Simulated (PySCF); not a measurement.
SSn (SMILES [S]=[Sn]), singlet, at a GFN2-xTB geometry (such geometries of metal compounds can be far from the true shape) (core potentials on Sn); DF-B3LYP/def2-TZVPD run with PySCF.

Here is a job for PySCF.
```python
from pyscf import gto, scf, dft
import numpy

mol = gto.M(
    atom='''
Sn   -0.000000   -0.000000   -0.541068
S     0.000000    0.000000    1.690837
''',
    basis='def2-tzvpd',
    ecp={'Sn': 'def2-tzvpd'},
    charge=0,
    spin=0,
    verbose=4,
)
print('smallest overlap eigenvalue', numpy.linalg.eigvalsh(mol.intor('int1e_ovlp'))[0])

mf = dft.RKS(mol)
mf.xc = 'b3lyp'
mf = mf.density_fit(auxbasis='def2-universal-jkfit')
mf.kernel()
```

Question: Write the output that PySCF gives for this input, abridged.

Answer: 
```
PySCF version 2.14.0

[INPUT] verbose = 4
[INPUT] num. atoms = 2
[INPUT] num. electrons = 38
[INPUT] charge = 0
[INPUT] spin (= nelec alpha-beta = 2S) = 0
[INPUT] symmetry False subgroup None
[INPUT] Mole.unit = angstrom
[INPUT] Symbol           X                Y                Z      unit          X                Y                Z       unit  Magmom
[INPUT]  1 Sn     0.000000000000   0.000000000000  -0.541068000000 AA    0.000000000000   0.000000000000  -1.022470334766 Bohr   0.0
[INPUT]  2 S      0.000000000000   0.000000000000   1.690837000000 AA    0.000000000000   0.000000000000   3.195218851281 Bohr   0.0

nuclear repulsion = 83.4580227401435
number of shells = 34
number of NR pGTOs = 169
number of NR cGTOs = 102
basis = def2-tzvpd
ecp = {'Sn': 'def2-tzvpd'}
smallest overlap eigenvalue 0.0008139783664211121

******** <class 'pyscf.df.df_jk.DFRKS'> ********
method = DFRKS
initial guess = minao
damping factor = 0
level_shift factor = 0
DIIS = <class 'pyscf.scf.diis.CDIIS'>
diis_start_cycle = 1
diis_space = 8
diis_damp = 0
SCF conv_tol = 1e-09
SCF conv_tol_grad = None
SCF max_cycles = 50
direct_scf = False
XC library pyscf.dft.libxc version 7.1.2
    S. Lehtola, C. Steigemann, M. J. T. Oliveira, and M. A. L. Marques,  SoftwareX 7, 1–5 (2018)
XC functionals = b3lyp
    P. J. Stephens, F. J. Devlin, C. F. Chabalowski, and M. J. Frisch,  J. Phys. Chem. 98, 11623 (1994)
radial grids:
    Treutler-Ahlrichs [JCP 102, 346 (1995); DOI:10.1063/1.469408] (M4) radial grids

becke partition: Becke, JCP 88, 2547 (1988); DOI:10.1063/1.454033
pruning grids: <function nwchem_prune>
grids dens level: 3
symmetrized grids: False
atomic radii adjust function: <function treutler_atomic_radii_adjust>
small_rho_cutoff = 0
Set gradient conv threshold to 3.16228e-05
Initial guess from minao.
tot grids = 40840
******** <class 'pyscf.df.df.DF'> ********
auxbasis = def2-universal-jkfit
init E= -575.885114466181
  HOMO = -0.675884898333705  LUMO = -0.534738301039331  gap/eV = 3.84079
cycle= 1 E= -610.210344259903  delta_E= -34.3  |g|= 3.17  |ddm|= 30.7
  HOMO = -0.0972794218362643  LUMO = -0.0369501662774137  gap/eV = 1.64164
cycle= 2 E= -550.220625973872  delta_E=   60  |g|= 11.6  |ddm|= 11.1
  HOMO = -0.262775045270465  LUMO = -0.0753717484567284  gap/eV = 5.09950
cycle= 3 E= -612.226374742553  delta_E=  -62  |g|= 1.15  |ddm|= 7.79
  HOMO = -0.163600810090111  LUMO = -0.049855656050221  gap/eV = 3.09516
cycle= 4 E= -612.381083891819  delta_E= -0.155  |g|= 0.941  |ddm|= 1.84
  HOMO = -0.263329204201833  LUMO = -0.0892315351263985  gap/eV = 4.73744
cycle= 5 E= -612.595093875606  delta_E= -0.214  |g|= 0.345  |ddm|= 1.19
  HOMO = -0.255021124554334  LUMO = -0.105888695521154  gap/eV = 4.05810
cycle= 6 E= -612.642354189073  delta_E= -0.0473  |g|= 0.077  |ddm|= 0.514
  HOMO = -0.260471178976392  LUMO = -0.104823953153264  gap/eV = 4.23538
cycle= 7 E= -612.643252402496  delta_E= -0.000898  |g|= 0.0226  |ddm|= 0.0578
  HOMO = -0.260275525481849  LUMO = -0.102522881465654  gap/eV = 4.29267
cycle= 8 E= -612.643462112308  delta_E= -0.00021  |g|= 0.00387  |ddm|= 0.0328
  HOMO = -0.260282461755457  LUMO = -0.102489078839038  gap/eV = 4.29378
cycle= 9 E= -612.643466445779  delta_E= -4.33e-06  |g|= 0.000638  |ddm|= 0.00328
  HOMO = -0.260190103810634  LUMO = -0.102398371190972  gap/eV = 4.29373
cycle= 10 E= -612.643466565097  delta_E= -1.19e-07  |g|= 0.000148  |ddm|= 0.00109
  HOMO = -0.260210520671306  LUMO = -0.102406128357892  gap/eV = 4.29408
cycle= 11 E= -612.643466571037  delta_E= -5.94e-09  |g|= 7.65e-06  |ddm|= 0.000163
  HOMO = -0.260211822528373  LUMO = -0.102407251312223  gap/eV = 4.29408
cycle= 12 E= -612.643466571049  delta_E= -1.24e-11  |g|= 4.16e-06  |ddm|= 1.84e-05
  HOMO = -0.260210521825729  LUMO = -0.102407407336571  gap/eV = 4.29404
Extra cycle  E= -612.643466570995  delta_E= 5.43e-11  |g|= 1.3e-05  |ddm|= 1.75e-05
converged SCF energy = -612.643466570995
```
